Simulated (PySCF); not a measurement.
**How methods differ on the ionisation energy of Xe³²⁺**

Xe³²⁺ [Ar] 3d4 (5D) → Xe³³⁺ [Ar] 3d3 (4F), as a difference of total energies. Calculation: PySCF 2.14, in an even-tempered Gaussian basis (18 s from 5 bohr⁻², ratio 2.5; 12 p from 6.5 bohr⁻², ratio 2.5; 8 d from 6.5 bohr⁻², ratio 2.5; 4 f from 24 bohr⁻², ratio 2.7; 3 g from 37 bohr⁻², ratio 2.7); scalar relativity by spin-free X2C-1e. Correlated levels: outer shells: [Ne] frozen; virtual orbitals above 40 to 60 times the deepest correlated orbital energy dropped. The calculations carry no spin-orbit coupling.

```json
{"method": "UHF", "ionisation energy (eV)": "2019.4"}
{"method": "LDA", "ionisation energy (eV)": "2019.4"}
{"method": "PBE", "ionisation energy (eV)": "2018.5"}
{"method": "PBE0", "ionisation energy (eV)": "2019.2"}
{"method": "r2SCAN", "ionisation energy (eV)": "2018.5"}
{"method": "r2SCANh", "ionisation energy (eV)": "2018.8"}
{"method": "B2PLYP", "ionisation energy (eV)": "2019.4"}
{"method": "MP2 (outer shells)", "ionisation energy (eV)": "2019.9"}
{"method": "SCS-MP2 (outer shells)", "ionisation energy (eV)": "2019.5"}
```

A first-order spin-orbit estimate (lowest level to lowest level, LS coupling) adds -3.428 eV.

Breit and QED terms and the two-electron picture change are absent.

For comparison: 2023 ± 4 eV (theoretical estimate listed by NIST; NIST Atomic Spectra Database, ionization energies).
